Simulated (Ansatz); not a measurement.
`N[SiH]1BO1` + `FCOCF` → `B1O[SiH2]1` + `NC(F)OCF`  (formal exchange of groups at the Si–N bond)

Computed with Ansatz on PBE0-D4/def2-TZVP structures; ΔE is electronic, products minus reactants. CCSD(T)/CBS is the MP2 limit (def2-TZVPP, def2-QZVPP) plus CCSD(T) − MP2 in def2-TZVPP, frozen cores. Functionals use def2-TZVPP. Each species was taken in one conformer, which may not be the lowest.

| level | ΔE (eV) |
| --- | --- |
| BHLYP | 0.95 |
| MP2/def2-SVP | 0.70 |

Problem. What does CCSD(T)/CBS give? (Estimate.)

Solution. The calculation gave: +0.96 eV. The listed levels differ from it by -0.01, -0.26 eV.

Largest T1 diagnostic among the species: 0.017.

Leaving LDA and LC-ωPBE aside and taking each functional with its dispersion term where it has one, the values, not all of them listed here, spread over 0.12 eV, from revPBE-D4 to BHLYP-D4. LDA lies −0.07 eV from PBE without D4. From BLYP to BHLYP (50 % exact exchange), in def2-TZVPP and without D4, ΔE moves by +0.05 eV. At CCSD(T), def2-SVP lies −0.32 eV from the extrapolated value and def2-TZVPP −0.04 eV.
